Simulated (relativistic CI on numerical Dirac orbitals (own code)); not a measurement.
**d1 to d9 in one octahedral field**

Computed with a parametric ligand-field model without spin-orbit coupling, by exact diagonalisation: B = 460, C = 2210, 10Dq = 38700 cm⁻¹ (Oh; |10Dq|/B = 84.1) for every shell. Energies in cm⁻¹; the field energy is (0.6 n_e − 0.4 n_t2) × 10Dq of the ground term; g labels are left out. So small a B with so large a field is typical of 4d and 5d ions, where spin-orbit coupling, left out here, reaches 1,000 to 4,000 cm⁻¹.

```csv
Shell,Ground term,Electrons in e,Field energy,First spin-allowed bands,Lowest term of other spin
d1,2T2,0.000,-15480,2E 38700,
d2,3T1,0.004,-30801,"3T2 37497, 3T1 43194",1T2 7291
d3,4A2,0.000,-46440,"4T2 38700, 4T1 44001",2E 10413
d4,3T1,0.008,-61625,"3E 36450, 3T1 37013",1T2 6602
d5,2T2,0.015,-76822,"2A2 35708, 2T1 35867",4T1 28131
d6,1A1,0.013,-92395,"1T1 36922, 1T2 43783",3T1 32349
d7,?,?,?,?,?
d8,3A2,2.000,-46440,"3T2 38700, 3T1 44001",1E 8067
d9,2E,3.000,-23220,2T2 38700,
```

Fill in the row of d7.

Ground term: 2E; Electrons in e: 1.008; Field energy: -69362; First spin-allowed bands: 2T1 36816, 2T2 37423; Lowest term of other spin: 4T1 28194. Low spin: d4, d5, d6, d7; the other shells keep the spin of the free ion. Only d4 to d7 can choose; the field needed to pair spins is smallest for d6 and largest for d5, which loses most exchange energy. In the strong-field picture 10Dq must exceed about 6B + 5C = 13810 (d4), 7.5B + 5C = 14500 (d5), 2.5B + 4C = 9990 (d6) and 4B + 4C = 10680 (d7); mixing of terms shifts these bounds somewhat.
